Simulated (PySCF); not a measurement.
PySCF job for AlH, SMILES [AlH] (connectivity only; charge and spin as stated), neutral, multiplicity 1, TDDFT-M06-2X/def2-TZVPD. Coordinates come from a B3LYP-D3(BJ)/def2-TZVPD optimisation.

```python
import numpy as np
from pyscf import gto, scf, dft, tdscf

mol = gto.M(
    atom='''
    Al    0.00000000    0.00000000   -0.11869917
    H     0.00000000    0.00000000    1.54308927
    ''',
    basis='def2-TZVPD',
    charge=0,
    spin=0,
    symmetry=True,
    symmetry_subgroup='C2v',
    max_memory=1600,
    verbose=4,
)
mf = dft.RKS(mol, xc='m06-2x').density_fit(auxbasis='def2-universal-jkfit')
mf.grids.level = 4
mf.conv_tol = 1e-9
mf.max_cycle = 100
mf.kernel()
mf.grids = dft.Grids(mol).set(level=2).build(with_non0tab=True)  # coarser grid for the response kernel
td = tdscf.TDDFT(mf)
td.singlet = True
td.nstates = 10
td.conv_tol = 1e-4
td.positive_eig_threshold = 1e-6
td.kernel(x0=td.get_init_guess(mf, 15))
td.analyze()
tt = tdscf.TDA(mf)
tt.singlet = False
tt.nstates = 4
tt.conv_tol = 1e-4
tt.positive_eig_threshold = 1e-6
tt.kernel(x0=tt.get_init_guess(mf, 9))
tt.analyze(verbose=3)
```

Log of the run:

```
PySCF version 2.14.0

[INPUT] verbose = 4
[INPUT] num. atoms = 2
[INPUT] num. electrons = 14
[INPUT] charge = 0
[INPUT] spin (= nelec alpha-beta = 2S) = 0
[INPUT] symmetry True subgroup C2v
[INPUT] Mole.unit = angstrom
[INPUT] Symbol           X                Y                Z      unit          X                Y                Z       unit  Magmom
[INPUT]  1 Al     0.000000000000   0.000000000000  -0.118699170000 AA    0.000000000000   0.000000000000  -0.224308922513 Bohr   0.0
[INPUT]  2 H      0.000000000000   0.000000000000   1.543089270000 AA    0.000000000000   0.000000000000   2.916016106055 Bohr   0.0

nuclear repulsion = 4.13969887885368
point group symmetry = Coov, use subgroup C2v
symmetry origin: [0.00000000e+00 0.00000000e+00 8.09882624e-09]
symmetry axis x: [1. 0. 0.]
symmetry axis y: [0. 1. 0.]
symmetry axis z: [0. 0. 1.]
num. orbitals of irrep A1 = 24
num. orbitals of irrep A2 = 4
num. orbitals of irrep B1 = 12
num. orbitals of irrep B2 = 12
number of shells = 20
number of NR pGTOs = 80
number of NR cGTOs = 52
basis = def2-TZVPD
ecp = {}


[settings echo left out]
init E= -242.796634488303
HOMO (A1) = -0.197452333051201  LUMO (B1) = -0.0536867340075129  gap/eV = 3.91206
cycle= 1 E= -242.95083975851  delta_E= -0.154  |g|= 0.127  |ddm|= 0.811
HOMO (A1) = -0.244345595695215  LUMO (B1) = -0.0434893559439504  gap/eV = 5.46558
cycle= 2 E= -242.957103280375  delta_E= -0.00626  |g|= 0.0504  |ddm|= 0.302
HOMO (A1) = -0.245304175485154  LUMO (B2) = -0.037604378722774  gap/eV = 5.65180
cycle= 3 E= -242.957680620509  delta_E= -0.000577  |g|= 0.0069  |ddm|= 0.0602
HOMO (A1) = -0.245922884707523  LUMO (B2) = -0.0371613540007365  gap/eV = 5.68069
cycle= 4 E= -242.957694847535  delta_E= -1.42e-05  |g|= 0.00146  |ddm|= 0.0199
HOMO (A1) = -0.245971530440711  LUMO (B1) = -0.03729521688564  gap/eV = 5.67837
cycle= 5 E= -242.95769614415  delta_E= -1.3e-06  |g|= 0.000253  |ddm|= 0.00573
HOMO (A1) = -0.245962018697684  LUMO (B1) = -0.0373046509736246  gap/eV = 5.67786
cycle= 6 E= -242.95769618634  delta_E= -4.22e-08  |g|= 5.16e-05  |ddm|= 0.00106
HOMO (A1) = -0.245957979387562  LUMO (B2) = -0.0373015889174706  gap/eV = 5.67783
cycle= 7 E= -242.957696187646  delta_E= -1.31e-09  |g|= 6.34e-06  |ddm|= 0.000167
HOMO (A1) = -0.245959427457574  LUMO (B2) = -0.0373027208520589  gap/eV = 5.67784
cycle= 8 E= -242.957696187682  delta_E= -3.55e-11  |g|= 9.56e-07  |ddm|= 3.25e-05
HOMO (A1) = -0.245959242840067  LUMO (B2) = -0.037302621153648  gap/eV = 5.67784
Extra cycle  E= -242.957696187683  delta_E= -7.39e-13  |g|= 2.65e-07  |ddm|= 4.3e-06
converged SCF energy = -242.957696187683
tot grids = 17264
Overwritten attributes  positive_eig_threshold  of <class 'pyscf.tdscf.rks.TDDFT'>


******** <class 'pyscf.tdscf.rks.TDDFT'> for <class 'pyscf.df.df_jk.DFSymAdaptedRKS'> ********
nstates = 10 singlet
deg_eia_thresh = 1.000e-03
wfnsym = None
conv_tol = 0.0001
eigh lindep = 1e-12
eigh level_shift = 0
eigh max_cycle = 100


Excitation energies (eV)
[2.77220705 2.77220705 5.23294546 6.3217866  6.43288805 6.43299302
 6.55240439 6.55240439 7.72391442 7.72391442]

** Singlet excitation energies and oscillator strengths **
Excited State   1:   B1      2.77221 eV    447.24 nm  f=0.0395
       7 -> 8         0.70320
Excited State   2:   B2      2.77221 eV    447.24 nm  f=0.0395
       7 -> 9        -0.70320
Excited State   3:   A1      5.23295 eV    236.93 nm  f=0.1512
       7 -> 10        0.70068
Excited State   4:   A1      6.32179 eV    196.12 nm  f=0.4588
       7 -> 11       -0.70277
Excited State   5:   A1      6.43289 eV    192.73 nm  f=0.0000
       7 -> 12       -0.70168
Excited State   6:   A2      6.43299 eV    192.73 nm  f=0.0000
       7 -> 13        0.70168
Excited State   7:   B1      6.55240 eV    189.22 nm  f=0.1372
       6 -> 8        -0.12393
       7 -> 14       -0.69052
Excited State   8:   B2      6.55240 eV    189.22 nm  f=0.1372
       6 -> 9         0.12393
       7 -> 15        0.69052
Excited State   9:   B1      7.72391 eV    160.52 nm  f=0.4608
       6 -> 8         0.68219
       7 -> 14       -0.12381
       7 -> 20       -0.12632
Excited State  10:   B2      7.72391 eV    160.52 nm  f=0.4608
       6 -> 9        -0.68219
       7 -> 15        0.12381
       7 -> 21        0.12632

** Transition electric dipole moments (AU) **
state          X           Y           Z        Dip. S.      Osc.
  1         0.7628      0.0000     -0.0000      0.5818      0.0395
  2        -0.0000     -0.7628     -0.0000      0.5818      0.0395
  3        -0.0000      0.0000     -1.0858      1.1790      0.1512
  4        -0.0000     -0.0000      1.7212      2.9625      0.4588
  5         0.0000      0.0000     -0.0000      0.0000      0.0000
  6         0.0000     -0.0000      0.0000      0.0000      0.0000
  7         0.9244     -0.0000     -0.0000      0.8545      0.1372
  8         0.0000     -0.9244     -0.0000      0.8545      0.1372
  9         1.5605      0.0000     -0.0000      2.4352      0.4608
 10        -0.0000     -1.5605      0.0000      2.4352      0.4608

** Transition velocity dipole moments (imaginary part, AU) **
state          X           Y           Z        Dip. S.      Osc.
  1         0.0842     -0.0000      0.0000      0.0071      0.0464
  2         0.0000     -0.0842      0.0000      0.0071      0.0464
  3        -0.0000     -0.0000     -0.2232      0.0498      0.1727
  4         0.0000     -0.0000      0.4258      0.1813      0.5202
  5        -0.0000     -0.0000     -0.0000      0.0000      0.0000
  6         0.0000      0.0000      0.0000      0.0000      0.0000
  7         0.2295     -0.0000     -0.0000      0.0527      0.1459
  8         0.0000     -0.2295     -0.0000      0.0527      0.1459
  9         0.4642      0.0000     -0.0000      0.2154      0.5060
 10        -0.0000     -0.4642     -0.0000      0.2154      0.5060

** Transition magnetic dipole moments (imaginary part, AU) **
state          X           Y           Z
  1        -0.0000      1.3877      0.0000
  2         1.3877     -0.0000     -0.0000
  3         0.0000      0.0000      0.0000
  4        -0.0000     -0.0000     -0.0000
  5         0.0000     -0.0000      0.0000
  6        -0.0000     -0.0000      0.0000
  7        -0.0000     -0.2780     -0.0000
  8        -0.2780     -0.0000      0.0000
  9         0.0000     -0.2945      0.0000
 10        -0.2945      0.0000     -0.0000
Overwritten attributes  positive_eig_threshold  of <class 'pyscf.tdscf.rks.TDA'>


******** <class 'pyscf.tdscf.rks.TDA'> for <class 'pyscf.df.df_jk.DFSymAdaptedRKS'> ********
nstates = 4 triplet
deg_eia_thresh = 1.000e-03
wfnsym = None
conv_tol = 0.0001
eigh lindep = 1e-12
eigh level_shift = 0
eigh max_cycle = 100


Excitation energies (eV)
[1.82882048 1.82882048 5.13585247 5.36807667]

** Triplet excitation energies and oscillator strengths **
Excited State   1:   B1      1.82882 eV    677.95 nm  f=0.0000
Excited State   2:   B2      1.82882 eV    677.95 nm  f=0.0000
Excited State   3:   A1      5.13585 eV    241.41 nm  f=0.0000
Excited State   4:   A1      5.36808 eV    230.97 nm  f=0.0000
```

The calculation finished and met its thresholds.

Cost: about 8 core-seconds (a rough figure).
